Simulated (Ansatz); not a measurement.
H8O2Si2Sn, singlet, geometry from GFN2-xTB (such geometries of metal compounds can be far from the true shape) (all electrons, no relativity), with bond 8-3 at 1.8 times its length; CASSCF(4,5)/STO-3G run with Ansatz (a first-principles code).

Input for Ansatz:
Ansatz 0.2 input:
```yaml
crystal:
  periodic: [false, false, false]
  atoms:
    - {symbol: Sn, position_ang: [-0.17195685, 0.90574343, 0.55949754]}
    - {symbol: O, position_ang: [-1.47887122, -0.40861570, 0.06384349]}
    - {symbol: Si, position_ang: [-1.79905446, -1.72648658, -0.83379197]}
    - {symbol: O, position_ang: [1.50680347, 0.27953440, -0.12712234]}
    - {symbol: Si, position_ang: [2.30622205, -0.95179464, -0.82687409]}
    - {symbol: H, position_ang: [-0.10618086, 0.91259966, 2.22427863]}
    - {symbol: H, position_ang: [-0.51239946, 2.33473488, -0.22769270]}
    - {symbol: H, position_ang: [-0.11339692, -3.65880123, -0.23683587]}
    - {symbol: H, position_ang: [-3.16698383, -2.02883543, -0.42748056]}
    - {symbol: H, position_ang: [-1.70182620, -1.39234340, -2.25507638]}
    - {symbol: H, position_ang: [2.33281703, -2.10195131, 0.07720598]}
    - {symbol: H, position_ang: [3.62849281, -0.36673755, -1.01941318]}
    - {symbol: H, position_ang: [1.66269698, -1.31605641, -2.08899378]}
basis:
  gaussian:
    orbitals: STO-3G
hamiltonian:
  xc: hf
magnetization: {spin_polarized: false}
correlation: {active_space: {window: {electrons: 4, orbitals: 5}}}
```

What the program printed (banner, timings and long lists left out):

```
Functional definition: HF
818 factors; integrals over basis functions are off by at most 4.5e-5 eV
mean field evaluation 1: about -181948.7493 eV, gradient 3.1e1 eV
mean field evaluation 2: about -181948.8352 eV, gradient 3.1e1 eV
mean field evaluation 4: about -181953.7164 eV, gradient 1.8e0 eV
mean field evaluation 8: about -181953.7379 eV, gradient 3.9e-4 eV
mean field evaluation 16: about -181947.1653 eV, gradient 1.4e-3 eV
mean field -181953.73793921 eV, -6686.6765365926 hartree, gradient 2.8e-6 eV, S^2 0.000000; 1 other end points of the search recorded, 0 dependent functions left out
reference -181953.73793921 eV, -6686.6765365926 hartree; 51, 51 occupied and 12, 12 virtual orbitals, 818 factors
state -181956.74364566 eV, -6686.7869942673 hartree
2 active orbitals were swapped for others, from the solution at -181956.67430809 eV, -6686.7844461589 hartree to that at -181956.71463831 eV, -6686.7859282668 hartree; typed "places" are swapped only where nearly empty or full, and so, without "given_window_search", are "orbital_numbers", "shells" and a window whose orbitals a file names under [Active]
1 active orbitals were swapped for others, from the solution at -181956.71016576 eV, -6686.7857639037 hartree to that at -181956.71463831 eV, -6686.7859282668 hartree; typed "places" are swapped only where nearly empty or full, and so, without "given_window_search", are "orbital_numbers", "shells" and a window whose orbitals a file names under [Active]
2 active orbitals were swapped for others, from the solution at -181956.71463831 eV, -6686.7859282668 hartree to that at -181956.74364566 eV, -6686.7869942673 hartree; typed "places" are swapped only where nearly empty or full, and so, without "given_window_search", are "orbital_numbers", "shells" and a window whose orbitals a file names under [Active]
Total energy: -181956.74364566 eV, -6686.7869942673 hartree
```
